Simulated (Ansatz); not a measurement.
A run for Ansatz (a quantum-chemistry and plane-wave program): R-wB97M-V/def2-TZVPPD on CHN3 (a complex), monomers drawn apart or pushed together. Files ending in .json are basis or fitting sets from the Basis Set Exchange.

Ansatz 0.2 input:
```yaml
crystal:
  periodic: [false, false, false]
  atoms:
    - {symbol: N, position_ang: [0.06391486, 0.32300396, -1.09638648]}
    - {symbol: N, position_ang: [0.03054041, 0.11817665, -0.02597587]}
    - {symbol: C, position_ang: [-0.13738949, -0.92037411, 5.34146506]}
    - {symbol: N, position_ang: [-0.17260673, -1.13874798, 6.46627375]}
    - {symbol: H, position_ang: [-0.10451549, -0.71587302, 4.29347591]}
basis:
  gaussian:
    orbitals: def2-TZVPPD.json
hamiltonian:
  xc: {name: wB97M-V}
scf: {lower_state_search: off}
```

Q: Give the final energy of this run.

A: -202.9860 hartree.
